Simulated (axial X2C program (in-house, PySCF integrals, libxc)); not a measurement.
BaN⁺: properties at the nuclei

Calculated with an in-house all-electron X2C program for linear molecules (integrals from PySCF): two-component X2C with atomic mean-field Coulomb and Gaunt terms, Gaussian nuclei, basis Ba dyall-cv3z, N dyall-av3z with contracted cores.

R = 2.220 Å (near the PBE0 minimum at charge 1 of the determinant lowest at the starting distance; the state shown can have its own minimum elsewhere).

Determinant lowest in the PBE0 search, Ω = 2 (⟨Sz⟩ = 1.00, ⟨Lz⟩ = 1.00 at PBE0), spin on the atoms Ba 0.04, N 0.96:

| level | Eeff magnitude (GV/cm) | Ws magnitude Ba (kHz) | A∥/gI Ba (MHz) | qzz Ba (a.u.) | A∥/gI N (MHz) | qzz N (a.u.) |
| --- | --- | --- | --- | --- | --- | --- |
| PBE0 | 3.56 | 1.3 | 205 | -1.19 | 136 | 0.64 |
| HF | 3.41 | 1.24 | 184 | -1.39 | 146 | 0.54 |
| PBE | 3.53 | 1.29 | 210 | -1.17 | 136 | 0.65 |
| LDA | 3.54 | 1.29 | 218 | -1.22 | 127 | 0.63 |
| TPSSh | 3.55 | 1.29 | 207 | -1.18 | 134 | 0.61 |

Eeff is the effective electric field on the electron electric dipole moment in this Ω state and Ws the scalar–pseudoscalar constant of the nucleus named (defined with the proton number Z and per Ω); A∥ (defined per Ω) follows by multiplying with gI = μI/(I μN); qzz is the electric field gradient, eQq0 = 234.96 MHz × Q/barn × qzz. The operators were transformed with the bare-nucleus X2C matrices; with these basis sets, hyperfine constants and field gradients can be off by tens of per cent, and where levels differ in sign neither size nor sign is settled.

(1) With gI(137Ba) = 0.6249, Q(137Ba) = 0.236 barn, gI(14N) = 0.4038, Q(14N) = 0.02044 barn (g factors from the IAEA table of nuclear moments by Stone; Q from Pyykkö, Mol. Phys. 2018), turn the PBE0 values of the first state into constants in MHz.

Each state is one determinant with collinear spin, which with several unpaired electrons need not be a pure state. Unrestricted Hartree–Fock can overshoot spin polarisation at the nuclei. With several open shells hyperfine constants can be off by a factor of several. Open-shell Ω = 0 determinants with evenly filled partner blocks cannot be reached by this program, so the Ω shown need not be the lowest component. At TPSSh a later determinant lies lower. States lie within half an eV, so the first need not be the ground state. Further determinants of the search, some of them spin-mixed, are not shown.

## Answers

(1) A∥(137Ba) = 205 × 0.6249 = 128 MHz; eQq0(137Ba) = 234.96 × (0.236) × (-1.19) = -66 MHz; A∥(14N) = 136 × 0.4038 = 54.9 MHz; eQq0(14N) = 234.96 × (0.02044) × (0.64) = 3.07 MHz.
